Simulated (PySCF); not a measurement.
CBr3, SMILES Br[C](Br)Br, multiplicity 2.

Geometry: PBE-D3(BJ)/def2-SVP. The isomer is the one that the SMILES or the coordinates give; other isomers of the formula were not compared.

Method: ωB97X/def2-TZVP in PySCF.

The molecule is in vacuum.

Computed frontier levels, dipole moment and polarisability:
```
Property                                                                                                        Result
---------------------------------------------------------------------------------------------  -----------------------
α spin, highest occupied and lowest empty level                                                      -8.78 and 0.18 eV
β spin, highest occupied and lowest empty level                                                    -10.67 and -0.67 eV
dipole moment                                                                                                   0.19 D
quadrupole, principal values (traceless, Buckingham form, about the centre of nuclear charge)    -2.95, 1.48, 1.48 D·Å
mean static polarisability                                                                       70.1 bohr³ (10.38 Å³)
polarisability, principal values                                                                46.3, 82.0, 82.0 bohr³
⟨S²⟩                                                                                           0.759 (pure state 0.75)
```
